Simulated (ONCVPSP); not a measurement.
**Configuration tests for tellurium (ONCV)**

tellurium, optimised norm-conserving Vanderbilt (ONCV), made with ONCVPSP 4.0.1 (LDA (Perdew-Wang 92), scalar-relativistic). Core [Ar] 3d10, reference 4s2 4p6 4d10 5s2 5p4. Waves: 4s+5s: rc 1.45 bohr, ncon 4, nbas 7, qcut 8.7 1/bohr, 2 projectors; 4p+5p: rc 1.55 bohr, ncon 5, nbas 8, qcut 7.1 1/bohr, 2 projectors; 4d: rc 1.20 bohr, ncon 4, nbas 8, qcut 15.7 1/bohr, 3 projectors, debl 0.5 Ha. Local part: polynomial inside 0.85 bohr (lpopt 5, dvloc0 1 Ha). Core correction: none.

In the d channel the program set the typed energies aside and used -1.532, 0.250, 0.750 Ha.

Energies are relative to the spin-unpolarised reference configuration 4s2 4p6 4d10 5s2 5p4; without spin polarisation the order of configurations can differ from experiment.

```tsv
valence configuration	charge	ΔE all-electron (eV)	error AE − PS (meV)
4s2 4p6 4d10 5s2 5p2	+2	28.078	-6.8
4s2 4p6 4d10 5s2 5p1	+3	55.305	-14
4s1 4p6 4d10 5s2 5p4	+1	172.975	-512
```

(1) What are ΔE and the potential's error for 4s2 4p6 4d10 5s2 5p3?

Answers

(1) ΔE = 9.910 eV all-electron; the error (AE − PS) is -2.4 meV.
